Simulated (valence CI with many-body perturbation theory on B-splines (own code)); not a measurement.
# Ga¹⁸⁺: electric-dipole lines

Computed by valence CI with perturbative core correlation (CI+MBPT): three valence electrons over a frozen Dirac-Fock core [Ne], a basis of 11 s, 11 p, 10 d, 8 f, 5 g, 2 h functions for each j, with the one-electron correlation potential Σ1, the two-electron term Σ2, the three-electron term Σ3, Breit, model QED; selected CI, second order for the rest, scaled by the run's own slope (own B-spline code, finite nucleus).

No measured levels were compared; by estimate levels of excited configurations hold to 0.05 to 0.15 % of their energy, terms of the ground configuration to about 0.5 %.

Lines 1 to 50 of 582 in falling wavelength, among levels below 2791400 cm⁻¹, chosen from the strongest by gf and those to the six lowest levels. Wavelengths and rates use the calculated energies, so an error of 400 cm⁻¹ moves a line at 63.54 nm by 0.25 % and its rate by three times that or more. Electric multipoles are in the length gauge, E1 and E2 with the static RPA response of the core. Weak lines are less certain than strong ones. Lines between different terms over intervals too small for the method are left out, as are lines whose strength nearly cancels. The highest levels of a list are the least certain.

Names give the largest LS component (configuration and term), which can be under half, so a name can repeat, a term be missing and a line seem to break the LS rules; names also repeat where a configuration has a term twice. Letters in brackets count levels of one name in rising energy.

```
λ vac (nm)               Upper                 Lower   A (s⁻¹)  S (a.u.) with core polarisation  S without
     63.54      3s2 4p 2P°_1/2         3s2 4s 2S_1/2  2.18e+09                         5.52e-01   5.54e-01
     57.33      3s2 4p 2P°_3/2         3s2 4s 2S_1/2  2.93e+09                         1.09e+00   1.09e+00
     39.14         3p3 2D°_5/2         3s 3p2 2P_3/2  1.08e+09                         1.92e-01   1.98e-01
     37.43       3s 3p2 4P_1/2        3s2 3p 2P°_3/2  3.36e+07                         1.74e-03   1.80e-03
     35.97       3p2 3d 2G_7/2  3s 3p 3d 2F°_5/2 [b]  1.50e+09                         2.76e-01   2.85e-01
     35.04   3p2 3d 2F_7/2 [a]  3s 3p 3d 2F°_7/2 [a]  9.68e+08                         1.64e-01   1.70e-01
     34.63       3s 3p2 4P_3/2        3s2 3p 2P°_3/2  2.88e+07                         2.36e-03   2.44e-03
     33.49       3p2 3d 2G_9/2  3s 3p 3d 2F°_7/2 [b]  2.15e+09                         3.99e-01   4.13e-01
     32.68   3p2 3d 2F_5/2 [a]  3s 3p 3d 2F°_5/2 [a]  2.39e+09                         2.47e-01   2.55e-01
     32.27       3s 3p2 4P_5/2        3s2 3p 2P°_3/2  1.69e+08                         1.69e-02   1.74e-02
     32.26  3p 3d2 2G°_9/2 [a]         3s 3d2 2G_9/2  1.53e+09                         2.53e-01   2.62e-01
     32.18  3p 3d2 2G°_9/2 [a]         3s 3d2 2G_7/2  1.48e+09                         2.43e-01   2.51e-01
     31.88       3s 3p2 4P_1/2        3s2 3p 2P°_1/2  1.66e+08                         5.32e-03   5.50e-03
     30.88      3p 3d2 4G°_5/2         3s 3d2 4F_3/2  4.29e+09                         3.75e-01   3.87e-01
     30.82  3p 3d2 2G°_7/2 [a]         3s 3d2 2G_7/2  1.66e+09                         1.92e-01   1.98e-01
     30.52      3p 3d2 4F°_9/2         3s 3d2 2G_7/2  1.74e+09                         2.44e-01   2.52e-01
     30.25      3p 3d2 4G°_7/2         3s 3d2 4F_7/2  1.50e+09                         1.64e-01   1.69e-01
     30.19   3p2 3d 2F_5/2 [a]  3s 3p 3d 2D°_3/2 [a]  1.97e+09                         1.61e-01   1.66e-01
     29.93      3p 3d2 4G°_7/2         3s 3d2 4F_5/2  4.65e+09                         4.92e-01   5.08e-01
     29.82       3s 3p2 4P_3/2        3s2 3p 2P°_1/2  3.38e+06                         1.77e-04   1.83e-04
     29.20      3p 3d2 4G°_9/2         3s 3d2 4F_9/2  1.51e+09                         1.85e-01   1.91e-01
     28.83      3p 3d2 4G°_9/2         3s 3d2 4F_7/2  5.64e+09                         6.67e-01   6.89e-01
     28.69         3p3 2P°_1/2         3s 3p2 2P_1/2  5.50e+09                         1.28e-01   1.33e-01
     28.63   3p2 3d 2F_5/2 [b]  3s 3p 3d 2D°_3/2 [b]  2.34e+09                         1.63e-01   1.68e-01
     28.39         3p3 2P°_3/2         3s 3p2 2P_3/2  4.46e+09                         2.02e-01   2.09e-01
     28.22      3p 3d2 2H°_9/2         3s 3d2 2G_7/2  7.04e+09                         7.82e-01   8.07e-01
     28.14  3p 3d2 2F°_5/2 [c]         3s 3d2 2F_5/2  2.92e+09                         1.92e-01   1.99e-01
     27.68   3p2 3d 2F_7/2 [a]      3s 3p 3d 4D°_5/2  1.46e+09                         1.22e-01   1.27e-01
     27.62   3p2 3d 2D_5/2 [b]  3s 3p 3d 2P°_3/2 [b]  2.37e+09                         1.48e-01   1.53e-01
     27.58   3p2 3d 2F_7/2 [b]  3s 3p 3d 2D°_5/2 [b]  3.68e+09                         3.05e-01   3.15e-01
     27.35     3p 3d2 4G°_11/2         3s 3d2 4F_9/2  8.65e+09                         1.05e+00   1.08e+00
     27.29  3p 3d2 2P°_3/2 [b]         3s 3d2 2S_1/2  5.75e+09                         2.31e-01   2.38e-01
     27.25       3p2 3d 2G_9/2  3s 3p 3d 2F°_7/2 [a]  6.10e+09                         6.09e-01   6.29e-01
     27.10       3p2 3d 4F_3/2      3s 3p 3d 4D°_1/2  4.04e+09                         1.59e-01   1.64e-01
     26.92     3p 3d2 2H°_11/2         3s 3d2 2G_9/2  1.39e+10                         1.61e+00   1.66e+00
     26.76         3p3 2D°_3/2         3s 3p2 2D_3/2  2.35e+09                         8.89e-02   9.20e-02
     26.74  3p 3d2 2P°_3/2 [a]         3s 3d2 2D_5/2  5.25e+09                         1.98e-01   2.05e-01
     26.68   3p2 3d 2F_5/2 [b]  3s 3p 3d 2F°_5/2 [b]  2.70e+09                         1.52e-01   1.57e-01
     26.64  3p 3d2 4D°_5/2 [a]         3s 3d2 4P_5/2  2.66e+09                         1.49e-01   1.54e-01
     26.50  3p 3d2 4D°_5/2 [a]         3s 3d2 4P_3/2  3.10e+09                         1.71e-01   1.77e-01
     26.30   3p2 3d 2F_5/2 [b]  3s 3p 3d 2F°_7/2 [b]  2.32e+09                         1.25e-01   1.29e-01
     26.28         3p3 2D°_5/2         3s 3p2 2D_5/2  4.42e+09                         2.38e-01   2.46e-01
     26.13      3p 3d2 4P°_3/2         3s 3d2 4P_5/2  5.68e+09                         2.00e-01   2.07e-01
     26.13  3p 3d2 2F°_7/2 [a]         3s 3d2 4F_9/2  1.84e+09                         1.30e-01   1.34e-01
     26.03       3p2 3d 4F_5/2      3s 3p 3d 4D°_3/2  4.37e+09                         2.28e-01   2.36e-01
     25.98  3p 3d2 4D°_7/2 [a]         3s 3d2 4P_5/2  5.02e+09                         3.47e-01   3.59e-01
     25.90  3p 3d2 2D°_5/2 [a]         3s 3d2 2F_7/2  2.22e+09                         1.14e-01   1.18e-01
     25.88      3p 3d2 4P°_3/2         3s 3d2 4P_1/2  4.82e+09                         1.65e-01   1.70e-01
     25.85       3p2 3d 2G_7/2  3s 3p 3d 2F°_5/2 [a]  7.00e+09                         4.78e-01   4.93e-01
     25.73       3p2 3d 4F_9/2      3s 3p 3d 4D°_7/2  4.79e+09                         4.02e-01   4.16e-01
```
